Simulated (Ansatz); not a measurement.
Geometry optimisation, RKS revPBE-D4/def2-SVP in Ansatz 0.2.0.

input.yaml

```yaml
crystal:
  periodic: [false, false, false]
  atoms:
    - { symbol: B, position_ang: [0.0, 0.0, 0.0] }
    - { symbol: O, position_ang: [0.0, 0.0, 1.76] }
    - { symbol: H, position_ang: [-0.9095, -0.2814, 2.0971] }
    - { symbol: H, position_ang: [1.0305, 0.0, -0.595] }
    - { symbol: F, position_ang: [-1.1431, 0.0, -0.66] }
    - { symbol: "N", position_ang: [0.0829, 1.7537, 0.5833] }
    - { symbol: H, position_ang: [0.4765, 1.9752, 1.5423] }
    - { symbol: H, position_ang: [-0.2631, 2.537, -0.0414] }
    - { symbol: H, position_ang: [0.0529, 1.1189, 1.5507] }
basis:
  gaussian: { orbitals: def2-SVP }
hamiltonian:
  xc: revpbe
  dispersion: d4
relax:
  f_tol: 0.15
  max_steps: 25
  restrain:
    - { distance: [0, 5], at: 1.55, k: 30.0 }
    - { distance: [8, 1], at: 1.01, k: 30.0 }
    - { distance: [0, 1], at: 2.61, k: 30.0 }
    - { distance: [8, 5], at: 2.26, k: 30.0 }
output:
  orbitals: {}
```

Run as:

```bash
$ ansatz run input.yaml --threads 1 --pin off --max-ram 2048MiB --backend cpu --events-out ev --progress --plain --runs-dir out
```

Q: Where does it end, and by what steps?

A: The forces met the threshold. The restraints hold the end off the free minimum; the threshold counts their pulls, which the force column leaves out. Restrained pairs: B1–N6 (1.85 → 1.49 Å), O2–H9 (1.14 → 0.99 Å), B1–O2 (1.76 → 2.61 Å), N6–H9 (1.16 → 2.26 Å). After 12 steps the energy has fallen by 4.307 eV (the restraints' own energy left out); H7 moved furthest, 1.35 Å.

```json
{"step": "0", "energy less start (eV)": "0.0000", "largest force component (eV/Å)": "4.897", "accepted": "yes"}
{"step": "1", "energy less start (eV)": "-1.4132", "largest force component (eV/Å)": "5.264", "accepted": "yes"}
{"step": "2", "energy less start (eV)": "-2.1831", "largest force component (eV/Å)": "4.862", "accepted": "yes"}
{"step": "3", "energy less start (eV)": "-3.0172", "largest force component (eV/Å)": "3.101", "accepted": "yes"}
{"step": "4", "energy less start (eV)": "-3.5325", "largest force component (eV/Å)": "2.100", "accepted": "yes"}
{"step": "5", "energy less start (eV)": "-3.8214", "largest force component (eV/Å)": "1.503", "accepted": "yes"}
{"step": "6", "energy less start (eV)": "-4.0181", "largest force component (eV/Å)": "1.508", "accepted": "yes"}
{"step": "7", "energy less start (eV)": "-4.1486", "largest force component (eV/Å)": "1.763", "accepted": "yes"}
{"step": "8", "energy less start (eV)": "-4.2151", "largest force component (eV/Å)": "1.594", "accepted": "yes"}
{"step": "9", "energy less start (eV)": "-4.2550", "largest force component (eV/Å)": "1.734", "accepted": "yes"}
{"step": "10", "energy less start (eV)": "-4.2890", "largest force component (eV/Å)": "1.947", "accepted": "yes"}
{"step": "11", "energy less start (eV)": "-4.2942", "largest force component (eV/Å)": "2.433", "accepted": "yes"}
{"step": "12", "energy less start (eV)": "-4.3070", "largest force component (eV/Å)": "1.891", "accepted": "yes"}
```

```xyz
9
Properties=species:S:1:pos:R:3
B 0.143 0.518 -0.194
O -0.228 -0.338 2.244
H -1.160 -0.477 1.991
H 1.153 -0.120 -0.399
F -1.073 0.025 -0.520
N 0.191 1.919 0.295
H 1.071 2.420 0.415
H -0.639 2.515 0.274
H -0.131 0.642 2.131
```

Run time: 20 s on 1 thread of Intel(R) Xeon(R) 6975P-C (Granite Rapids), with other jobs on the host, peak memory 0.16 GiB.
